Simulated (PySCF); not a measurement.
A GIAO shielding run with PySCF 2.14.0 with density-fitted response routines (density fitting, non-relativistic, gas phase) on `InChI=1S/CH7ClSi2/c1-3-4-2/h3-4H2,1H3`:

```
$ OMP_NUM_THREADS=1 python probes_run.py task.json out

{"job": {"kind": "nmr", "xc": "PBE0", "basis": "STO-3G", "pop": true}, "charge": 0, "multiplicity": 1}
C     -0.470099     1.148285     0.509818
Si     0.931163     0.213948    -0.335353
Si     3.005956     1.245800     0.013583
Cl     4.446647     0.125521    -0.989925
H     -0.557237     2.170635     0.111515
H     -0.305638     1.214015     1.595962
H     -1.428442     0.633781     0.340198
H      1.034275    -1.182956     0.191293
H      0.704361     0.140563    -1.812495
H      3.376608     1.291444     1.460434
H      3.048740     2.640295    -0.520796
```

Hardware: 1 thread of an Arm Neoverse V2, shared host. The job also computes population analyses, field gradients.

(1) How large is the calculation?

(2) How long does it take, and how much memory does it need?

(3) And these other runs on the same molecule and hardware: GIAO shielding at B97-2/pcSseg-2; GIAO shielding at BHandHLYP/pcSseg-2; GIAO shielding at CAM-B3LYP/pcSseg-2; GIAO shielding at LC-wPBE/pcSseg-2; GIAO shielding at PBE0/6-31G; GIAO shielding at PBE0/pcSseg-2?

Results:

(1) 58 electrons, 39 basis functions and 585 auxiliary functions.

(2) 2.1 s of wall time, with 9 SCF cycles and 4 response iterations; peak memory 0.49 GiB. Times on a shared host scatter by some tens of per cent.

(3) B97-2/pcSseg-2: 263 functions, 22 s; BHandHLYP/pcSseg-2: 263 functions, 22 s; CAM-B3LYP/pcSseg-2: 263 functions, 32 s; LC-wPBE/pcSseg-2: 263 functions, 37 s; PBE0/6-31G: 62 functions, 4.1 s; PBE0/pcSseg-2: 263 functions, 23 s.
